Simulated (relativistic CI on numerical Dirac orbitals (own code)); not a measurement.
## What each ingredient does to the levels of Ge VI

Base calculation: Dirac-Coulomb-Breit CI, orbitals from a KLI potential per configuration, model QED, valence Slater integrals scaled by 0.85, P86 correlation energy added to each configuration.

CI space (outside the closed core [Ne]): 3s²3p⁶3d⁹, 3s²3p⁶3d⁸4s, 3s²3p⁶3d⁸4p, 3s²3p⁵3d¹⁰, 3s²3p⁶3d⁸4d, 3s²3p⁶3d⁸5s, 3s²3p⁶3d⁸5p, 3s²3p⁶3d⁸4f, 3s²3p⁶3d⁷4s², 3s²3p⁶3d⁸5d, 3s3p⁶3d¹⁰, 3s²3p⁶3d⁸6s, 3s²3p⁶3d⁸6p, 3s²3p⁶3d⁸5f, 3s²3p⁶3d⁸5g, 3s²3p⁶3d⁷4s4p, 3s²3p⁶3d⁸6d, 3s²3p⁶3d⁷4p², 3s²3p⁶3d⁷4s4d, 3s²3p⁶3d⁷4p4d. Levels of other configurations are missing.

The lowest level and the first level of each name with at least 55 % of one term (blank where a level has no safe partner in the second run):

```tsv
Level	Base (cm⁻¹)	Shift (cm⁻¹)
3s²3p⁶3d⁹ ²D5/2	0	0
3s²3p⁶3d⁹ ²D3/2	4479	+21
3s²3p⁶3d⁸4s ⁴F9/2	304902	-3143
3s²3p⁶3d⁸4s ⁴F7/2	307361	-3050
3s²3p⁶3d⁸4s ⁴F5/2	309768	-3094
3s²3p⁶3d⁸4s ⁴F3/2	311305	-3065
3s²3p⁶3d⁸4s ²F7/2	313524	-1900
3s²3p⁶3d⁸4s ²F5/2	317374	-1758
3s²3p⁶3d⁸4s ²D3/2	330274	+991
3s²3p⁶3d⁸4s ⁴P3/2	333581	+1049
3s²3p⁶3d⁸4s ⁴P1/2	333705	+1124
3s²3p⁶3d⁸4s ²P3/2	339702	+2401
3s²3p⁶3d⁸4s ²P1/2	340807	+2550
3s²3p⁶3d⁸4s ²G9/2	342463	+2893
3s²3p⁶3d⁸4s ²G7/2	342511	+2895
3s²3p⁶3d⁸4s ²S1/2	390551	+11110
3s²3p⁶3d⁸4p ⁴D°7/2	405851	-3625
3s²3p⁶3d⁸4p ⁴D°5/2	409863	-3611
3s²3p⁶3d⁸4p ⁴G°11/2	411666	-3134
3s²3p⁶3d⁸4p ⁴G°7/2	412063	-3045
3s²3p⁶3d⁸4p ⁴D°3/2	412888	-3612
3s²3p⁶3d⁸4p ⁴G°5/2	413931	-3055
```

At this charge configurations can still be misplaced by up to about 7 % of their energy. 40 of the 48 excited levels that our extract of the measured tables holds in this range could be paired (the sources list more); they are missed by 698 cm⁻¹ on average and 2025 at most, and levels without a partner can miss by more.

**Question.** One thing was changed in a second run, which moved the levels as shown. Which?
A. valence Slater integrals scaled by 0.75
B. Slater integrals left unscaled
C. QED terms removed
D. Breit term removed
E. configuration mixing switched off
F. non-relativistic limit

**Answer.** B. Slater integrals left unscaled. Scaling acts on the splittings between terms and on the mixing, and leaves the fine structure of pure LS terms nearly alone; in jj coupling it moves the levels of one term differently.

LS names give the leading component of a level, which can be under half, so a name can repeat, a term be missing and a line seem to break the LS rules.
